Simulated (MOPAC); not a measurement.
A run for MOPAC: PM3 on GeH7NO (a complex), monomers drawn apart or pushed together.

```
PM3 1SCF PRECISE CHARGE=0 THREADS=1
GeH7NO

O     -0.36249088 1     0.71426461 1     0.57519460 1
Ge     0.51478460 1    -0.70741770 1    -0.03530719 1
H     -0.46111203 1     0.69065594 1     1.54997456 1
H      1.93723128 1    -0.77697419 1     0.56828375 1
H      0.58413740 1    -0.52577606 1    -1.55836036 1
H     -0.23738852 1    -2.01144589 1     0.32022259 1
N     -0.61536177 1     0.60632622 1     3.27391999 1
H     -1.59244681 1     0.77618242 1     3.48463834 1
H     -0.34509989 1    -0.25219090 1     3.74054894 1
H     -0.07629653 1     1.36162621 1     3.68216435 1
```

It printed:

```
*******************************************************************************
 **                                                                           **
 **                              MOPAC v23.2.5                                **
 **                                                                           **
 *******************************************************************************
 ** MOPAC's Digital Object Identifier: https://doi.org/10.5281/zenodo.6511958 **
 **                                                                           **
 ** Please cite the open-source release paper for use of this MOPAC version:  **
 ** J. E. Moussa and J. J. P. Stewart (2026)                                  **
 ** MOPAC: An open-source semiempirical molecular orbital program             **
 ** J. Open Source Softw., 11(119), 8025, https://doi.org/10.21105/joss.08025 **
 *******************************************************************************

                              PM3 CALCULATION RESULTS

 *******************************************************************************
 *  PM3        - The PM3 Hamiltonian to be used
 *
 *
 *
 *                 CHARGE ON SYSTEM = 0
 *
 *
 *
 *  PRECISE    - TIGHTER CRITERIA TO BE USED
 *  1SCF       - DO 1 SCF AND THEN STOP
 *  THREADS=1  - MULTI-THREADING NOT USED
 *  T=         - A TIME OF 172800.0 SECONDS REQUESTED
 *  DUMP=N     - RESTART FILE WRITTEN EVERY 7200.0 SECONDS REQUESTED
 *******************************************************************************
PM3 1SCF PRECISE CHARGE=0 THREADS=1
 GeH7NO

   ATOM   CHEMICAL          X               Y               Z
  NUMBER   SYMBOL      (ANGSTROMS)     (ANGSTROMS)     (ANGSTROMS)

     1       O         -0.36249088  *   0.71426461  *   0.57519460  *
     2      Ge          0.51478460  *  -0.70741770  *  -0.03530719  *
     3       H         -0.46111203  *   0.69065594  *   1.54997456  *
     4       H          1.93723128  *  -0.77697419  *   0.56828375  *
     5       H          0.58413740  *  -0.52577606  *  -1.55836036  *
     6       H         -0.23738852  *  -2.01144589  *   0.32022259  *
     7       N         -0.61536177  *   0.60632622  *   3.27391999  *
     8       H         -1.59244681  *   0.77618242  *   3.48463834  *
     9       H         -0.34509989  *  -0.25219090  *   3.74054894  *
    10       H         -0.07629653  *   1.36162621  *   3.68216435  *



          CARTESIAN COORDINATES

    NO.       ATOM           X           Y           Z

     1         O         -0.3625      0.7143      0.5752
     2        Ge          0.5148     -0.7074     -0.0353
     3         H         -0.4611      0.6907      1.5500
     4         H          1.9372     -0.7770      0.5683
     5         H          0.5841     -0.5258     -1.5584
     6         H         -0.2374     -2.0114      0.3202
     7         N         -0.6154      0.6063      3.2739
     8         H         -1.5924      0.7762      3.4846
     9         H         -0.3451     -0.2522      3.7405
    10         H         -0.0763      1.3616      3.6822

  H: (PM3): J. J. P. STEWART, J. COMP. CHEM. 10, 209 (1989).
  N: (PM3): J. J. P. STEWART, J. COMP. CHEM. 10, 209 (1989).
  O: (PM3): J. J. P. STEWART, J. COMP. CHEM. 10, 209 (1989).
 Ge: (PM3): J. J. P. STEWART, J. COMP. CHEM. 12, 320-341 (1991).

           Empirical Formula: H7 N O Ge  =    10 atoms



      MOLECULAR POINT GROUP   :   C1


      RHF CALCULATION, NO. OF DOUBLY OCCUPIED LEVELS = 11


 -------------------------------------------------------------------------------
 PM3 1SCF PRECISE CHARGE=0 THREADS=1
 GeH7NO



     1SCF WAS SPECIFIED, SO BFGS WAS NOT USED
     SCF FIELD WAS ACHIEVED


                              PM3 CALCULATION
                                                       MOPAC v23.2.5 Linux




          FINAL HEAT OF FORMATION =        -36.52762 KCAL/MOL =    -152.83154 KJ/MOL


          COSMO AREA              =        118.94 SQUARE ANGSTROMS
          COSMO VOLUME            =        101.79 CUBIC ANGSTROMS

          IONIZATION POTENTIAL    =         10.104772 EV
          HOMO LUMO ENERGIES (EV) =        -10.105  0.815
          NO. OF FILLED LEVELS    =         11
          MOLECULAR WEIGHT        =        109.6514         POINT GROUP:  C1

          MOLECULAR DIMENSIONS (Angstroms)

            Atom       Atom       Distance
            H     8    H     5     5.64486
            H    10    H     6     2.97869
            H     4    O     1     2.44581


          SCF CALCULATIONS        =          1





   ATOM   CHEMICAL          X               Y               Z
  NUMBER   SYMBOL      (ANGSTROMS)     (ANGSTROMS)     (ANGSTROMS)

     1       O         -0.36249088  *   0.71426461  *   0.57519460  *
     2      Ge          0.51478460  *  -0.70741770  *  -0.03530719  *
     3       H         -0.46111203  *   0.69065594  *   1.54997456  *
     4       H          1.93723128  *  -0.77697419  *   0.56828375  *
     5       H          0.58413740  *  -0.52577606  *  -1.55836036  *
     6       H         -0.23738852  *  -2.01144589  *   0.32022259  *
     7       N         -0.61536177  *   0.60632622  *   3.27391999  *
     8       H         -1.59244681  *   0.77618242  *   3.48463834  *
     9       H         -0.34509989  *  -0.25219090  *   3.74054894  *
    10       H         -0.07629653  *   1.36162621  *   3.68216435  *

                             CARTESIAN COORDINATES

   1    O       -0.362490880     0.714264610     0.575194600
   2   Ge        0.514784600    -0.707417700    -0.035307190
   3    H       -0.461112030     0.690655940     1.549974560
   4    H        1.937231280    -0.776974190     0.568283750
   5    H        0.584137400    -0.525776060    -1.558360360
   6    H       -0.237388520    -2.011445890     0.320222590
   7    N       -0.615361770     0.606326220     3.273919990
   8    H       -1.592446810     0.776182420     3.484638340
   9    H       -0.345099890    -0.252190900     3.740548940
  10    H       -0.076296530     1.361626210     3.682164350


           Empirical Formula: H7 N O Ge  =    10 atoms



      MOLECULAR POINT GROUP   :   C1


                  EIGENVALUES
 -34.46358 -29.13787 -16.13741 -15.57430 -15.54639 -15.28710 -13.05276 -12.42942
 -11.25910 -10.11145 -10.10477   0.81548   0.85593   0.97372   2.70774   3.52969
   4.66030   4.67937   6.30748


              NET ATOMIC CHARGES AND DIPOLE CONTRIBUTIONS

  ATOM NO.   TYPE          CHARGE      No. of ELECS.   s-Pop       p-Pop
    1          O          -0.515298        6.5153     1.79226     4.72304
    2         Ge           0.450026        3.5500     0.73092     2.81905
    3          H           0.227169        0.7728     0.77283
    4          H          -0.089408        1.0894     1.08941
    5          H          -0.043776        1.0438     1.04378
    6          H          -0.089425        1.0894     1.08943
    7          N           0.039971        4.9600     1.41013     3.54990
    8          H           0.008297        0.9917     0.99170
    9          H           0.004747        0.9953     0.99525
   10          H           0.007697        0.9923     0.99230
 DIPOLE           X         Y         Z       TOTAL
 POINT-CHG.     0.462    -1.043     1.126     1.603
 HYBRID        -0.218    -0.026     1.965     1.977
 SUM            0.244    -1.069     3.091     3.280


          ATOMIC ORBITAL ELECTRON POPULATIONS

     Atom    s        px        py        pz
    1  O   1.79226   1.80989   1.56025   1.35290
    2 Ge   0.73092   0.95073   0.85418   1.01414
    3  H   0.77283
    4  H   1.08941
    5  H   1.04378
    6  H   1.08943
    7  N   1.41013   1.00203   0.98785   1.56002
    8  H   0.99170
    9  H   0.99525
   10  H   0.99230

 **********************
 *                    *
 * JOB ENDED NORMALLY *
 *                    *
 **********************




 == MOPAC DONE ==
```

The run finished.

Cost: about 0.020 core-seconds (a rough figure).
